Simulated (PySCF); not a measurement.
BrH3MgSi. Atoms are numbered in the order given.

```xyz
6

Mg     0.0000     0.0000     0.5759
Br     0.0000     0.0000    -1.7738
Si     0.0000     0.0000     3.1456
H      1.1925    -0.6885     3.7112
H     -1.1925    -0.6885     3.7112
H      0.0000     1.3770     3.7112
```
Charge 0, spin multiplicity 1.

Coordinates come from a TPSSh-D3(BJ)/def2-TZVP optimisation.

Method: PySCF with TPSSh-D3(BJ)/def2-TZVP.

Frequencies are harmonic and unscaled.

Modes within 1.5 cm⁻¹ of each other (mostly degenerate sets) share a row, with their intensities summed.

```csv
mode,ν (cm⁻¹),IR (km/mol),moving atoms (share of kinetic energy)
1–2,78,47.4,"Mg 75 %, H 9 %, Si 9 %"
3,216,3.7,"Si 60 %, Br 32 %"
4–5,398,1.1,"H 87 %, Si 9 %"
6,468,89.2,"Mg 81 %, Si 9 %, Br 8 %"
7,864,316.1,"H 92 %, Si 8 %"
8–9,956,89.8,H 98 %
10,2199,84.8,H 99 %
11–12,2206,184.8,H 96 %
```
